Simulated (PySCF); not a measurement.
Bond length, frequency and bond energy of BIr by level of theory

State: triplet, unpaired electrons σ ↑, δ ↑, a mixture of terms (⟨Lz²⟩ = 5.3). Set-up: PySCF, spin-free X2C with a Gaussian nucleus, basis sets B x2c-TZVPPall, Ir x2c-TZVPPall. De refers to B + Ir (5d7 6s2) in their high-spin ground configurations, without counterpoise correction. The functionals are run spin-unrestricted. A positive dipole means B(−)Ir(+). Levels whose curve was spin-contaminated or gave no clean fit are not listed.

| Level | Re (Å) | ωe (cm⁻¹) | De (eV) | μ (D) | CPU s a point (SCF and correlation, without the integrals) |
| --- | --- | --- | --- | --- | --- |
| ROHF | 1.762 | 811 | n/a | 2.37 | 5 |
| PBE | 1.760 | 935 | n/a | 1.54 | 4.4 |
| PBEsol | 1.751 | 954 | n/a | 1.46 | 3 |
| r²SCAN | 1.742 | 966 | n/a | 1.67 | 8.1 |
| B3LYP | 1.757 | 937 | n/a | 1.57 | 9.9 |
| PBE0 | 1.750 | 950 | n/a | 1.71 | 10 |
| B97-3 | 1.751 | 937 | n/a | 1.89 | 7.6 |
| ωB97M-V | 1.745 | 946 | n/a | 1.80 | 35 |
| B2PLYP | 1.762 | 950 | n/a | 1.77 | 13 |

What does a quarter of exact exchange do here, going from PBE to PBE0?

PBE0 less PBE: -1.0 pm in Re, +1.6 % in ωe. Exact exchange removes part of the self-interaction that spreads semilocal densities, and in most molecules shortens and stiffens the bond and lowers De; so it does here.

What does the step from GGA to meta-GGA do here, going from PBE to r²SCAN?

r²SCAN less PBE: -1.8 pm in Re, +3.3 % in ωe. 

Correlated steps freeze 24 core orbitals. De is left out where the level can put another filling of the metal’s s and d shells below the measured ground configuration, by anything from nothing to about 1 eV. These are scalar-relativistic numbers at best; spin–orbit coupling would shift them, the dissociation energy most. B2PLYP dipoles, levels and charges come from its SCF part alone. The state is the lowest single determinant that the PBE0 search found; with open d or f shells the true ground state can be another one.

The whole job (state search and all levels along the bond) took about 24 min on 2 threads of Arm Neoverse V1 (shared host), peak memory 7.5 GiB.
